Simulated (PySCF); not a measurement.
Species: valeryl chloride, C₅H₉ClO.
Numbering: `[CH3:1][CH2:2][CH2:3][CH2:4][C:5](=[O:6])[Cl:7]` (hydrogens: H8, H9, H10 on C1; H11, H12 on C2; H13, H14 on C3; H15, H16 on C4)

Method: PySCF, PBE0-D3(BJ)/def2-SVP geometry optimisation, gas phase.

Task: What internal coordinates does the optimisation give?

Result: 
```
                bond  length (pm)   order
               C1–C2        152.0  single
               C2–C3        152.3  single
               C3–C4        151.8  single
               C4–C5        149.9  single
               C5=O6        118.2  double
              C5–Cl7        179.8  single
C1–H8, C1–H9, C1–H10        110.1  single
      C2–H11, C2–H12        110.4  single
      C3–H13, C3–H14        110.3  single
      C4–H15, C4–H16        110.4  single
```

Bonds in one row agree within 1 pm and their mean is given. Orders are formal, as drawn. A selection of angles:
```
     angle  degrees
  C2–C1–H8    111.5
  H8–C1–H9    107.6
  C1–C2–C3    113.1
 C1–C2–H11    109.7
 C3–C2–H11    109.2
H11–C2–H12    105.7
  C2–C3–C4    112.6
 C2–C3–H13    110.0
 C4–C3–H13    109.2
H13–C3–H14    105.6
  C3–C4–C5    113.5
 C3–C4–H15    111.9
 C5–C4–H15    107.0
H15–C4–H16    104.8
  C4–C5–O6    127.7
 C4–C5–Cl7    111.7
 O6–C5–Cl7    120.6
```

Dihedral angles: C1–C2–C3–C4 179° (antiperiplanar); C2–C3–C4–C5 180° (antiperiplanar); C3–C4–C5–O6 -1° (synperiplanar).

The 7 heavy atoms lie in one plane (0.008 Å rms). The 4 C–C bonds span 1.499 Å (C4–C5, drawn single) to 1.523 Å (C2–C3, drawn single), a spread of 0.024 Å. Of the pairs four or more bonds apart, O6···H13 is among the closest relative to their van der Waals radii: 2.80 Å, 103 % of the sum of Bondi's values.

Point group: Cs (tolerance 0.08 Å). Whether it is a minimum is left open (no frequencies). One conformer, not necessarily the lowest.

Time: 82 s; peak memory 0.58 GiB. Hardware: Arm Neoverse V2, one thread, no GPU, on a shared host. That covers the optimisation of the geometry.
